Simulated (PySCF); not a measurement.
# Atomic charges by several schemes

Compound: C₅H₁₂OSi₂.
Cartesian coordinates in Å at the PBE0-D3(BJ)/def2-SVP level; atoms count from 1:
```xyz
20
C5H12OSi2 angstrom
C     -2.4518   -2.2847   -0.9152
C     -1.8762   -2.0536    0.2696
C     -1.2850   -0.7712    0.6531
C     -0.6993   -0.5790    1.8499
O     -1.3875    0.1901   -0.2960
Si    -0.3566    1.4944   -0.5583
C      1.3279    0.9264   -1.1307
Si     2.3229   -0.2734   -0.0658
H     -2.5065   -1.4955   -1.6687
H     -2.8829   -3.2589   -1.1556
H     -1.8251   -2.8410    1.0273
H     -0.6475   -1.4006    2.5643
H     -0.2807    0.3843    2.1469
H     -1.0470    2.2770   -1.6193
H     -0.2288    2.3315    0.6736
H      1.2220    0.4803   -2.1348
H      1.9367    1.8407   -1.2563
H      3.7113   -0.3727   -0.6181
H      1.7155   -1.6352   -0.0791
H      2.4206    0.2190    1.3420
```

Density: PBE0/pcSseg-1 (PySCF); schemes: Mulliken, IAO, Hirshfeld and ESP-fitted. One conformer (not necessarily the lowest) at the PBE0-D3(BJ)/def2-SVP geometry, without solvent, vibrations or thermal averaging.

Q: Give the atomic charges in each scheme.

A: In e:

| atom | environment | Mulliken | IAO | Hirshfeld | ESP-fitted |
| --- | --- | --- | --- | --- | --- |
| C1 | terminal =CH2 carbon | -0.124 | -0.296 | -0.094 | -0.366 |
| C2 | alkene CH carbon | -0.239 | -0.154 | -0.056 | -0.225 |
| C3 | vinylic carbon bearing oxygen | +0.177 | +0.216 | +0.080 | +0.435 |
| C4 | terminal =CH2 carbon | -0.200 | -0.399 | -0.133 | -0.741 |
| O5 | silyl ether oxygen | -0.642 | -0.583 | -0.189 | -0.381 |
| Si6 | oxygen-bound silicon | +0.825 | +0.990 | +0.408 | +0.646 |
| C7 | sp3 carbon bound to silicon | -0.875 | -0.853 | -0.249 | -0.476 |
| Si8 | SiH3 silicon | +0.482 | +0.596 | +0.301 | +0.457 |
| H9 | vinylic hydrogen | +0.135 | +0.158 | +0.041 | +0.174 |
| H10 | vinylic hydrogen | +0.124 | +0.153 | +0.050 | +0.175 |
| H11 | vinylic hydrogen | +0.108 | +0.149 | +0.051 | +0.166 |
| H12 | vinylic hydrogen | +0.125 | +0.156 | +0.048 | +0.236 |
| H13 | vinylic hydrogen | +0.145 | +0.151 | +0.041 | +0.260 |
| H14 | Si–H hydrogen | -0.089 | -0.124 | -0.076 | -0.134 |
| H15 | Si–H hydrogen | -0.091 | -0.150 | -0.080 | -0.137 |
| H16 | methylene hydrogen | +0.183 | +0.168 | +0.049 | +0.139 |
| H17 | methylene hydrogen | +0.177 | +0.169 | +0.050 | +0.124 |
| H18 | Si–H hydrogen | -0.084 | -0.119 | -0.084 | -0.134 |
| H19 | Si–H hydrogen | -0.058 | -0.108 | -0.079 | -0.102 |
| H20 | Si–H hydrogen | -0.081 | -0.119 | -0.079 | -0.118 |

Mean size of the charges over all atoms: IAO 0.291 e, ESP-fitted 0.281 e, Mulliken 0.248 e, Hirshfeld 0.112 e. Each set sums to the total charge, 0, to within 0.001 e. The ESP scheme is a least-squares fit of atom-centred charges to the potential on four shells outside the van der Waals surface, with the total charge fixed. The Mulliken scheme gives each basis function's population to the atom it is centred on and halves the overlap population of two atoms between them.

Lowest charge. The schemes don't all agree: Mulliken C7 (-0.875); IAO C7 (-0.853); Hirshfeld C7 (-0.249); ESP-fitted C4 (-0.741).

Highest charge. All schemes agree: Mulliken Si6 (+0.825); IAO Si6 (+0.990); Hirshfeld Si6 (+0.408); ESP-fitted Si6 (+0.646).

Q: Sum the charges by element, for elements with more than one atom.

A: 
```
element  atoms  Mulliken     IAO  Hirshfeld  ESP-fitted
      C      5    -1.262  -1.488     -0.453      -1.373
     Si      2    +1.307  +1.586     +0.710      +1.103
      H     12    +0.597  +0.485     -0.068      +0.651
```

Q: How many electrons does the IAO scheme count on C1?

A: Z − q = 6 − (-0.296) = 6.296.

The run behind these numbers computed NMR shieldings as well. The run took 36 s wall on one thread, Arm Neoverse V2 (shared host).
